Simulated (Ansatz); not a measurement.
Input file for Ansatz (a quantum-chemistry and plane-wave program): R-CCSD(T)/aug-cc-pVDZ on C2H5FO2 (a complex), monomers drawn apart or pushed together.

Ansatz 0.2 input:
```yaml
crystal:
  periodic: [false, false, false]
  atoms:
    - {symbol: C, position_ang: [0.21351775, -0.16382201, 0.47183912]}
    - {symbol: F, position_ang: [0.64902935, -1.24725251, 1.26612368]}
    - {symbol: H, position_ang: [-0.54645090, -0.54101360, -0.21009106]}
    - {symbol: H, position_ang: [-0.19081087, 0.59437511, 1.13834234]}
    - {symbol: H, position_ang: [1.07625775, 0.20849371, -0.07768059]}
    - {symbol: O, position_ang: [-0.48921137, 0.91457606, 3.33264020]}
    - {symbol: C, position_ang: [-0.15281474, 0.08672838, 4.13769245]}
    - {symbol: O, position_ang: [0.41201896, -1.08648297, 3.85989900]}
    - {symbol: H, position_ang: [-0.27296243, 0.19997247, 5.22311864]}
    - {symbol: H, position_ang: [0.51312536, -1.17489805, 2.88845167]}
basis:
  gaussian:
    orbitals: aug-cc-pVDZ
magnetization: {spin_polarized: false}
correlation: {method: ccsd_t, electrons: outside_noble_gas}
scf: {lower_state_search: off}
```

The head of its log:

```
WARN ansatz: RAYON_NUM_THREADS=1 ignored (pool sized by the plan → 1); use --threads N
Functional definition: HF
these checks for a lower state are left out or cut short: stability, starts, cluster_reference, orbital_swaps, neighbouring_geometries, increment
integrals: 0.51 GiB planned
1542 factors; integrals over basis functions are off by at most 7.3e-4 eV
mean field: 0.53 GiB planned
mean field evaluation 1: about -8917.7610 eV, gradient 4.3e1 eV
mean field evaluation 2: about -8917.8472 eV, gradient 4.3e1 eV
mean field evaluation 4: about -8921.4547 eV, gradient 4.2e0 eV
mean field evaluation 8: about -8921.5141 eV, gradient 4.2e-1 eV
mean field evaluation 16: about -8921.5156 eV, gradient 9.8e-7 eV
mean field -8921.51555138 eV, -327.8596492929 hartree, gradient 9.8e-7 eV, S^2 0.000000; 0 other end points of the search recorded, 0 dependent functions left out
5 core orbitals not correlated
reference -8921.51555138 eV, -327.8596492929 hartree; 16, 16 occupied and 139, 139 virtual orbitals, 1542 factors
```

Question: Predict the final total energy.

Answer: -328.8122 hartree (reference determinant -327.8596, T1 diagnostic 0.015).
